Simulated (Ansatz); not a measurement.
`[NH2][In]([OH])[SH]` + NH₃ → `[NH2][In]([NH2])[OH]` + H₂S  (ligand exchange at the In–S bond)

Calculated with Ansatz (gas phase, PBE0-D4/def2-TZVP geometries, no zero-point term in ΔE). CCSD(T)/CBS is the MP2 limit (def2-TZVPP, def2-QZVPP) plus CCSD(T) − MP2 in def2-TZVPP, frozen cores. This one scheme is used for every species. Functionals use def2-TZVPP. B3LYP here is the variant with VWN-RPA as its local correlation; programs differ in this. Elements past krypton have def2 core potentials. For In outer-core shells are correlated without core-valence functions, which leaves a few kJ/mol of doubt a bond. One conformer a species, not always the lowest.

**Question.** Is it downhill or uphill in electronic energy at CCSD(T)/CBS, and by how much? (An estimate is asked.)

**Answer.** The calculation gave: Uphill: ΔE = +84.9 kJ/mol.

**Question.** What do these levels give: B3LYP-D4, ωB97M-V, PBE-QIDH, MP2/def2-SVP, CCSD/def2-SVP, HF/CBS(def2)? (Best estimate.)

**Answer.** Ansatz gave: B3LYP-D4 88.7, ωB97M-V 87.9, PBE-QIDH 91.7, MP2/def2-SVP 87.6, CCSD/def2-SVP 87.0, HF/CBS(def2) 92.0 kJ/mol.

**Question.** What do rigid-rotor, harmonic-oscillator terms from PBE0-D4/def2-TZVP frequencies (298.15 K, 1 bar) make of the CCSD(T)/CBS value? (An estimate is asked.)

**Answer.** Ansatz gave: ΔZPE = -9.3 kJ/mol, ΔH = +75.5 kJ/mol, ΔS = 4 J/(mol·K), ΔG = +74.2 kJ/mol.

Largest T1 diagnostic among the species: 0.015.

From PBE to PBE0 (25 % exact exchange), in def2-TZVPP and without D4, ΔE moves by +3.1 kJ/mol. In def2-TZVPP, CCSD(T) changes the Hartree–Fock value by −8.7 kJ/mol (the triples alone add +0.0 kJ/mol) and MP2 by −6.5 kJ/mol. Leaving LDA and LC-ωPBE aside and taking each functional with its dispersion term where it has one, the values, not all of them listed here, spread over 9.7 kJ/mol, from CAM-B3LYP-D4 to r2SCAN0-D4.
